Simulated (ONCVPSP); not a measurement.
## cerium: variants of one ONCV potential

Base potential:

Ce (Z = 58), optimised norm-conserving Vanderbilt (ONCV), made with ONCVPSP 4.0.1 (PBE, scalar-relativistic). Core [Kr] 4d10, reference 4f1 5s2 5p6 5d1 6s2. Waves: 5s+6s: rc 2.05 bohr, ncon 4, nbas 8, qcut 4.7 1/bohr, 2 projectors; 5p: rc 2.10 bohr, ncon 5, nbas 8, qcut 5.8 1/bohr, 2 projectors, debl 2.6 Ha; 5d: rc 2.55 bohr, ncon 4, nbas 7, qcut 4 1/bohr, 2 projectors, debl 0.4 Ha; 4f: rc 1.55 bohr, ncon 4, nbas 8, qcut 10.9 1/bohr, 3 projectors, debl 3.4 Ha. Local part: polynomial inside 1.40 bohr (lpopt 5, dvloc0 3 Ha). Core correction: none.

Cutoffs, loose and tight: the cutoffs (Ha) at which the residual kinetic energy of the hardest occupied pseudo-wave falls to 1 and 0.1 mHa per electron. They do not see the model core or the augmentation charge, which bear on the density cutoff. Test errors are all-electron minus pseudo excitation energies from the reference, over the configurations 4f1 5s2 5p6 5d1 6s1; 4f1 5s2 5p6 5d1 6s0; 4f1 5s2 5p6 5d0 6s0; 4f2 5s2 5p6 5d0 6s1. A dash means not determined; rows that change the core or the reference have their own tests. The largest error is taken over the tests solved by every variant that gives reliable tests at all: 4f1 5s2 5p6 5d0 6s0; 4f1 5s2 5p6 5d1 6s0; 4f1 5s2 5p6 5d1 6s1.

| change | outcome | cutoff, loose | cutoff, tight | bound ghosts | GHOST(+) flags above zero | largest test error (meV) |
| --- | --- | --- | --- | --- | --- | --- |
| base | generated | 50 Ha | 56 Ha | none | s | -5.1 |
| p: debl 1.55 | generated | 50 Ha | 56 Ha | none | s | -5.1 |
| core correction Teter function fitted to the true core (icmod 2), fcfact 0.5 | generated | 50 Ha | 56 Ha | none | s | -5.4 |

**Question.** What comes out with this change to the base: f: rc 1.9?

**Answer.** outcome: generated; cutoff, loose: 42 Ha; cutoff, tight: 47 Ha; bound ghosts: none; GHOST(+) flags above zero: s; largest test error (meV): -5.0.

**Question.** What comes out with this change to the base: all radii scaled by about 0.92 (s 1.88, p 1.92, d 2.34, f 1.42 bohr); local potential polynomial inside 1.28 bohr (lpopt 5, dvloc0 3 Ha)?

**Answer.** outcome: generated; cutoff, loose: 54 Ha; cutoff, tight: 69 Ha; bound ghosts: none; GHOST(+) flags above zero: s, p; largest test error (meV): -4.5.
